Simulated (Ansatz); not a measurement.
C2H3F2NSi (`CC1=N[Si]1(F)F`), relaxed with RKS PBE-D4/def2-SVP in the Gaussian-basis code of Ansatz from a rough embedded geometry. The force threshold is 0.03 eV/Å; the program also tests the step.

Charge 0, multiplicity 1.

Start:

```xyz
9

C     1.112   -1.026   -0.092
C     0.039   -0.039    0.186
N    -0.525    0.314    1.244
Si   -1.081    1.132   -0.281
F    -0.821    2.685   -0.094
F    -2.656    0.755   -0.409
H     1.802   -1.058    0.700
H     1.551   -0.727   -1.025
H     0.579   -2.035   -0.231
```

(1) How much energy does the relaxation release, and in how many steps? (An estimate is asked.)

(2) Which bonds change most? (Estimate.)

(3) Give the relaxed structure. (Best estimate.)

Answers

(1) The calculation gave: 17.03 kcal/mol, in 11 steps, 2 of them rejected.

(2) The calculation gave: C2–Si4 from 1.686 to 1.767 Å; C2–N3 from 1.250 to 1.324 Å; C1–H7 from 1.052 to 1.109 Å; N3–Si4 from 1.818 to 1.761 Å.

(3) Ansatz gave: 
```xyz
9

C     1.112   -1.078   -0.115
C     0.077   -0.051    0.159
N    -0.309    0.478    1.310
Si   -1.205    1.146   -0.051
F    -1.012    2.694   -0.483
F    -2.785    0.838   -0.229
H     1.595   -1.390    0.833
H     1.874   -0.679   -0.815
H     0.652   -1.958   -0.609
```
